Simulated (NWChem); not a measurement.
System: SnCl3 anion; SMILES [Sn-]([Cl])([Cl])[Cl]

Input file for NWChem:

```
start job
memory heap 200 mb stack 900 mb global 1100 mb
charge -1
geometry units angstroms noautoz
  Sn     0.000000     0.000000     0.635304
  Cl    -2.002538     0.995991    -0.585688
  Cl     1.863823     1.236253    -0.585688
  Cl     0.138715    -2.232244    -0.585688
end
basis spherical
  Sn library def2-tzvp
  Cl library def2-tzvp
end
ecp
  Sn library def2-ecp
end
dft
  xc pbe0
  iterations 200
  convergence nolevelshifting
end
task dft gradient
```

Parts of the log:

```
             Northwest Computational Chemistry Package (NWChem) 7.3.0
             --------------------------------------------------------

 C3  symmetry detected

                             Geometry "geometry" -> ""
                             -------------------------

 Output coordinates in angstroms (scale by  1.889725989 to convert to a.u.)

  No.       Tag          Charge          X              Y              Z
 ---- ---------------- ---------- -------------- -------------- --------------
    1 Sn                  50.0000     0.00000000     0.00000000     0.61654051
    2 Cl                  17.0000     1.53668864     1.62503676    -0.60445149
    3 Cl                  17.0000     0.63897880    -2.14332978    -0.60445149
    4 Cl                  17.0000    -2.17566743     0.51829302    -0.60445149

 Effective nuclear repulsion energy (a.u.)     648.0003873244

      Symmetry information
      --------------------

 Group name             C3
 Group number              5
 Group order               3
 No. of unique centers     2

                                 NWChem DFT Module
                                 -----------------

 Summary of "ao basis" -> "ao basis" (spherical)
 ------------------------------------------------------------------------------
       Tag                 Description            Shells   Functions and Types
 ---------------- ------------------------------  ------  ---------------------
 Sn                        def2-tzvp                16       50   6s5p3d2f
 Cl                        def2-tzvp                13       37   5s5p2d1f

      Symmetry analysis of basis
      --------------------------

        a          57
        e+         52
        e-         52

  Rotation of axis

            General Information
            -------------------
          SCF calculation type: DFT
          Wavefunction type:  closed shell.
          No. of atoms     :     4
          No. of electrons :    74
           Alpha electrons :    37
            Beta electrons :    37
          Charge           :    -1
          Spin multiplicity:     1
          Use of symmetry is: on ; symmetry adaption is: on
          Maximum number of iterations: 200
          AO basis - number of functions:   161
                     number of shells:    55
          Convergence on energy requested:  1.00D-06
          Convergence on density requested:  1.00D-05
          Convergence on gradient requested:  5.00D-04

              XC Information
              --------------
                         PBE0 Method XC Functional
                     Hartree-Fock (Exact) Exchange  0.250
          PerdewBurkeErnzerhof Exchange Functional  0.750
            Perdew 1991 LDA Correlation Functional  1.000 local
           PerdewBurkeErnz. Correlation Functional  1.000 non-local

             Grid Information
             ----------------
          Grid used for XC integration:  medium
          Radial quadrature: Mura-Knowles
          Angular quadrature: Lebedev.
          Tag              B.-S. Rad. Rad. Pts. Rad. Cut. Ang. Pts.
          ---              ---------- --------- --------- ---------
          Sn                  1.45      123           9.0       590
          Cl                  1.00       88          11.0       590
          Grid pruning is: on
          Number of quadrature shells:   211
          Spatial weights used:  Erf1

      Superposition of Atomic Density Guess
      -------------------------------------

 Sum of atomic energies:       -1627.54516951

 Renormalizing density from      73.00 to     74

      Non-variational initial energy
      ------------------------------

 Total energy =   -1603.887475
 1-e energy   =   -3023.968675
 2-e energy   =    1068.637286
 HOMO         =      -0.025960
 LUMO         =       0.230546

      Symmetry analysis of molecular orbitals - initial
      -------------------------------------------------

  Numbering of irreducible representations:

     1 a           2 e+          3 e-

  Orbital symmetries:

     1 a           2 e+          3 e+          4 a           5 e+
     6 e+          7 a           8 e+          9 e+         10 a
    11 e+         12 e+         13 e+         14 e+         15 a
    16 a          17 e+         18 e+         19 a          20 e+
    21 e+         22 a          23 e+         24 e+         25 a
    26 e+         27 e+         28 a          29 e+         30 e+
    31 a          32 e+         33 e+         34 e+         35 e+
    36 a          37 a          38 e+         39 e+         40 a
    41 a          42 e+         43 e+         44 a          45 e+
    46 e+         47 a

   convergence    iter        energy       DeltaE   RMS-Dens  Diis-err
 ---------------- ----- ----------------- --------- --------- ---------
 d= 0,ls=0.0,diis     1  -1594.6256723587 -1.95D+03  1.65D-02  2.36D+00
 d= 0,ls=0.0,diis     2  -1594.6266068349 -9.34D-04  8.36D-03  1.09D+00
 d= 0,ls=0.0,diis     3  -1594.7316171315 -1.05D-01  2.47D-03  2.16D-01
 d= 0,ls=0.0,diis     4  -1594.7574946736 -2.59D-02  4.40D-04  7.72D-03
 d= 0,ls=0.0,diis     5  -1594.7581429639 -6.48D-04  1.61D-04  5.57D-04
  Resetting Diis
 d= 0,ls=0.0,diis     6  -1594.7582247038 -8.17D-05  1.80D-05  2.28D-05
 d= 0,ls=0.0,diis     7  -1594.7582265690 -1.87D-06  5.92D-06  4.10D-07
 d= 0,ls=0.0,diis     8  -1594.7582265564  1.26D-08  3.98D-06  5.89D-07

         Total DFT energy =    -1594.758226556418
      One electron energy =    -2999.226494341021
           Coulomb energy =     1155.680626086590
    Exchange-Corr. energy =     -102.656271564828
 Nuclear repulsion energy =      351.443913262842

 Numeric. integr. density =       73.999999836424

                  Occupations of the irreducible representations
                  ----------------------------------------------

                     irrep           alpha         beta
                     --------     --------     --------
                     a                13.0         13.0
                     e+               24.0         24.0
                     e-                0.0          0.0

                       DFT Final Molecular Orbital Analysis
                       ------------------------------------

 Vector   35  Occ=2.000000D+00  E=-1.476653D-01  Symmetry=e+
              MO Center=  5.5D-01,  3.9D-01, -5.6D-01, r^2= 5.8D+00
   Bfn.  Coefficient  Atom+Function         Bfn.  Coefficient  Atom+Function
  ----- ------------  ---------------      ----- ------------  ---------------
    67      0.259771  2 Cl pz                66      0.222031  2 Cl py
   103      0.205672  3 Cl py                70      0.192526  2 Cl pz
    65      0.184868  2 Cl px                69      0.162136  2 Cl py
   139      0.157566  4 Cl px               104     -0.151333  3 Cl pz
   106      0.149010  3 Cl py               140      0.142024  4 Cl py

 Vector   36  Occ=2.000000D+00  E=-1.445521D-01  Symmetry=a
              MO Center= -1.0D-13,  1.6D-13, -5.9D-01, r^2= 6.2D+00
   Bfn.  Coefficient  Atom+Function         Bfn.  Coefficient  Atom+Function
  ----- ------------  ---------------      ----- ------------  ---------------
   140     -0.300130  4 Cl py               102      0.295669  3 Cl px
    65     -0.224170  2 Cl px               143     -0.223851  4 Cl py
   105      0.220524  3 Cl px                66      0.211985  2 Cl py
    68     -0.167197  2 Cl px                69      0.158108  2 Cl py
   137     -0.144093  4 Cl py                99      0.141952  3 Cl px

 Vector   37  Occ=2.000000D+00  E=-1.041310D-01  Symmetry=a
              MO Center=  9.8D-15, -8.2D-15,  2.4D-01, r^2= 5.5D+00
   Bfn.  Coefficient  Atom+Function         Bfn.  Coefficient  Atom+Function
  ----- ------------  ---------------      ----- ------------  ---------------
     6      0.439767  1 Sn s                  5      0.409933  1 Sn s
     2      0.329375  1 Sn s                  3     -0.277717  1 Sn s
     1     -0.208029  1 Sn s                 67     -0.201513  2 Cl pz
   104     -0.201513  3 Cl pz               141     -0.201513  4 Cl pz
    18      0.195969  1 Sn pz                70     -0.174002  2 Cl pz

 Vector   38  Occ=0.000000D+00  E= 1.195216D-01  Symmetry=a
              MO Center= -5.6D-14,  3.3D-14,  4.7D-01, r^2= 5.8D+00
   Bfn.  Coefficient  Atom+Function         Bfn.  Coefficient  Atom+Function
  ----- ------------  ---------------      ----- ------------  ---------------
    21     -0.627705  1 Sn pz                 5      0.574944  1 Sn s
    18     -0.359575  1 Sn pz                12      0.272392  1 Sn pz
    15     -0.273464  1 Sn pz                 2      0.265492  1 Sn s
   142     -0.235379  4 Cl px               106     -0.231881  3 Cl py
     3     -0.212654  1 Sn s                 55     -0.197101  2 Cl s

 Vector   39  Occ=0.000000D+00  E= 1.216041D-01  Symmetry=e+
              MO Center=  2.4D-02,  3.5D-02,  7.4D-01, r^2= 5.5D+00
   Bfn.  Coefficient  Atom+Function         Bfn.  Coefficient  Atom+Function
  ----- ------------  ---------------      ----- ------------  ---------------
    20      0.491516  1 Sn py                19     -0.441971  1 Sn px
    17      0.291378  1 Sn py                16     -0.262008  1 Sn px
    92      0.245276  3 Cl s                129     -0.223324  4 Cl s
    11     -0.221187  1 Sn py                14      0.220378  1 Sn py
    10      0.198892  1 Sn px                13     -0.198165  1 Sn px

 Vector   40  Occ=0.000000D+00  E= 1.216041D-01  Symmetry=e+
              MO Center= -2.4D-02, -3.5D-02,  7.4D-01, r^2= 5.5D+00
   Bfn.  Coefficient  Atom+Function         Bfn.  Coefficient  Atom+Function
  ----- ------------  ---------------      ----- ------------  ---------------
    19      0.491516  1 Sn px                20      0.441971  1 Sn py
    16      0.291378  1 Sn px                55     -0.270546  2 Cl s
    17      0.262008  1 Sn py                10     -0.221187  1 Sn px
    13      0.220378  1 Sn px                11     -0.198892  1 Sn py
    14      0.198165  1 Sn py                70     -0.171216  2 Cl pz

     Multipole analysis of the density
     ---------------------------------

     L   x y z        total         alpha         beta         nuclear
     -   - - -        -----         -----         ----         -------
     0   0 0 0     -1.000000    -37.000000    -37.000000     73.000000

     1   1 0 0      0.000000      0.000000      0.000000     -0.000000
     1   0 1 0     -0.000000     -0.000000     -0.000000     -0.000000
     1   0 0 1      1.527941     17.075267     17.075267    -32.622594

     2   2 0 0    -60.648509   -258.077789   -258.077789    455.507069
     2   1 1 0     -0.000000     -0.000000     -0.000000     -0.000000
     2   1 0 1      0.000000      0.000000      0.000000      0.000000
     2   0 2 0    -60.648509   -258.077789   -258.077789    455.507069
     2   0 1 1     -0.000000     -0.000000     -0.000000      0.000000
     2   0 0 2    -50.748619    -73.576768    -73.576768     96.404917

            General Information
            -------------------
          SCF calculation type: DFT
          Wavefunction type:  closed shell.
          No. of atoms     :     4
          No. of electrons :    74
           Alpha electrons :    37
            Beta electrons :    37
          Charge           :    -1
          Spin multiplicity:     1
          Use of symmetry is: on ; symmetry adaption is: on
          Maximum number of iterations: 200
          AO basis - number of functions:   161
                     number of shells:    55
          Convergence on energy requested:  1.00D-06
          Convergence on density requested:  1.00D-05
          Convergence on gradient requested:  5.00D-04

              XC Information
              --------------
                         PBE0 Method XC Functional
                     Hartree-Fock (Exact) Exchange  0.250
          PerdewBurkeErnzerhof Exchange Functional  0.750
            Perdew 1991 LDA Correlation Functional  1.000 local
           PerdewBurkeErnz. Correlation Functional  1.000 non-local

             Grid Information
             ----------------
          Grid used for XC integration:  medium
          Radial quadrature: Mura-Knowles
          Angular quadrature: Lebedev.
          Tag              B.-S. Rad. Rad. Pts. Rad. Cut. Ang. Pts.
          ---              ---------- --------- --------- ---------
          Sn                  1.45      123           9.0       590
          Cl                  1.00       88          11.0       590
          Grid pruning is: on
          Number of quadrature shells:   211
          Spatial weights used:  Erf1

          Convergence Information
          -----------------------
          Convergence aids based upon iterative change in
          total energy or number of iterations.
          Levelshifting, if invoked, occurs when the
          HOMO/LUMO gap drops below (HL_TOL):  1.00D-02
          DIIS, if invoked, will attempt to extrapolate
          using up to (NFOCK): 10 stored Fock matrices.

                    Damping( 0%)  Levelshifting(0.0)       DIIS
                  --------------- ------------------- ---------------
          dE  on:    start             N/A                start
          dE off:    2 iters           N/A              200 iters

                            NWChem DFT Gradient Module
                            --------------------------

  charge          =  -1.00
  wavefunction    = closed shell

  Rotation of axis
  Using symmetry

                         DFT ENERGY GRADIENTS

    atom               coordinates                        gradient
                 x          y          z           x          y          z
   1 Sn      0.000000   0.000000   1.165093    0.000000   0.000000   0.014697
   2 Cl      2.903920   3.070874  -1.142248    0.006774   0.007162  -0.004899
   3 Cl      1.207495  -4.050306  -1.142248    0.002816  -0.009447  -0.004899
   4 Cl     -4.111415   0.979432  -1.142248   -0.009590   0.002285  -0.004899
```

Level: PBE0/def2-TZVP with def2 effective core potentials on Sn. Sets without diffuse functions describe the anion's extra electron poorly. Structure relaxed at the B3LYP/def2-SVPD level. No frequency run checked for a minimum. def2 effective core potentials on Sn; no spin-orbit coupling.
